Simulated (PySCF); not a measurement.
**C₆ coefficients of unlike pairs at PBE0**

Calculated with PySCF 2.14 from the dipole response of each species, C₆(A,B) = (3/π) ∫ α_A(iu) α_B(iu) du, in atomic units, from isotropic polarisabilities. For ions this is the dispersion term alone; charge-induced terms of lower order in 1/R come first.

```csv
species,configuration,basis,relativity,α (bohr³),C₆ (like pair)
O(2+),[He] 2s2 2p2 (3P),aug-pcseg-3 (6s5p5d3f2g),none,1.745,2.322
Ar,[Ar] (1S),aug-cc-pCVQZ-DK (10s9p7d5f3g),spin-free X2C,11.39,66.55
I(3+),[Kr] 4d10 5s2 5p2 (3P),"aug-cc-pwCVTZ-DK3 with one added diffuse shell each of s, p, d, f type (11s10p8d5f1g)",spin-free X2C,10.14,57.89
Rh(2+),[Kr] 4d7 (4F),def2-TZVPPD with the def2 core potential (28 electrons) (6s4p3d2f1g),core potential,6.115,30.04
```

(1) Estimate C₆ for I(3+) with Ar.

No spin-orbit coupling is included.

The other pairs:

```tsv
pair	C₆
Rh(2+), O(2+)	8.339
Rh(2+), Ar	43.03
Rh(2+), I(3+)	40.93
Ar, O(2+)	12.11
I(3+), O(2+)	11.47
```

Answers

(1) The integral gives 61.76. The combination rule 2 C_A C_B / (C_A α_B/α_A + C_B α_A/α_B) gives 62.00 and the geometric mean 62.07.
